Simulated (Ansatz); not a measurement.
A structure relaxed at PBE0-D4/def2-TZVP, charge 0, multiplicity 1:

```xyz
9

N     0.623   -1.853    0.441
C     0.173   -0.784   -0.040
Si   -1.298    0.304   -0.294
C     0.558    0.654   -0.139
Cl    1.509    1.416    1.124
H     1.589   -1.725    0.765
H    -2.188    0.472    0.873
H    -1.916    0.610   -1.603
H     0.950    0.906   -1.127
```

Task: Give its formula and SMILES.

Result: C2H4ClNSi, `N=C1[SiH2]C1Cl`.

Task: Summarise the bond lengths by kind.

Result: 1 × C–N 1.255 Å; 1 × H–N 1.027 Å; 2 × C–Si 1.848 to 1.895 Å; 1 × C–C 1.493 Å; 2 × H–Si 1.477 to 1.480 Å; 1 × C–Cl 1.755 Å; 1 × C–H 1.092 Å.

Program: Ansatz 0.2.0.
